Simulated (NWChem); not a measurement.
**Correlation energy of ClLi**

```
Li
Cl 1 2.0007
```
Charge 0, spin multiplicity 1.

The numbers come from NWChem runs, not from measurements. The geometry was optimised at B3LYP/def2-SVP, a minimum by its harmonic frequencies.

Basis set: cc-pVTZ. Each correlation energy counts from its own Hartree-Fock reference.

The correlated methods keep 5 core orbitals frozen. The structure started from a generated list of species. Coupled-cluster values serve here as a point of comparison, not as the truth.

### Question
For the correlation energy, CCSD(T) gives -240.6 mHa and MP2 gives -214.0 mHa. What do CR-CCSD[T], CR-CCSD(T), SCS-MP2 give?

### Answer
CR-CCSD[T]: -239.3 mHa; CR-CCSD(T): -239.3 mHa; SCS-MP2: -212.7 mHa.
